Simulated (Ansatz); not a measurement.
Geometry optimisation, Ansatz, RKS PBE-D4/6-31G*.

Input:

```yaml
crystal:
  periodic: [false, false, false]
  atoms:
    - { symbol: B, position_ang: [0.0, 0.0, 0.0] }
    - { symbol: C, position_ang: [0.0, 0.0, 1.6] }
    - { symbol: H, position_ang: [-0.9996, -0.3092, 1.9705] }
    - { symbol: H, position_ang: [0.7676, -0.7111, 1.9705] }
    - { symbol: H, position_ang: [0.232, 1.0203, 1.9705] }
    - { symbol: O, position_ang: [1.2211, 0.0, -0.705] }
    - { symbol: H, position_ang: [1.5209, -0.9519, -0.8599] }
    - { symbol: F, position_ang: [-1.1431, 0.0, -0.66] }
basis:
  gaussian: { orbitals: "6-31G*" }
hamiltonian:
  xc: pbe
  dispersion: d4
relax:
  f_tol: 0.02
  max_steps: 40
```

Launched with:

```bash
$ ansatz run input.yaml --threads 1 --pin off --max-ram 2048MiB --backend cpu --events-out ev --progress --plain --runs-dir out
```

Question: Where does it end, and by what steps?

Answer: It converged. After 14 steps the energy has fallen by 0.638 eV; O6 moved furthest, 0.71 Å.

```csv
step,energy less start (eV),largest force component (eV/Å),accepted
0,0.0000,1.607,yes
1,-0.0506,1.127,yes
2,-0.0854,0.590,yes
3,-0.1014,0.235,yes
4,-0.1506,0.472,yes
5,-0.1677,2.065,yes
6,-0.5020,0.783,yes
7,-0.6173,0.325,yes
8,-0.6330,0.246,yes
9,-0.6341,0.216,yes
10,-0.6373,0.047,yes
11,-0.6379,0.026,yes
12,-0.6381,0.067,yes
13,-0.6383,0.030,yes
14,-0.6384,0.004,yes
```

```xyz
8
Properties=species:S:1:pos:R:3
B 0.153 -0.125 0.100
C -0.014 0.020 1.654
H -0.915 -0.515 2.003
H 0.857 -0.367 2.206
H -0.160 1.079 1.933
O 1.290 -0.654 -0.446
H 1.222 -0.665 -1.423
F -0.833 0.276 -0.741
```

Whether the end is a true minimum wasn't checked by a vibrational analysis.

The run took 31 s on 1 thread of Arm Neoverse V1, on a shared host, peak memory 0.15 GiB.
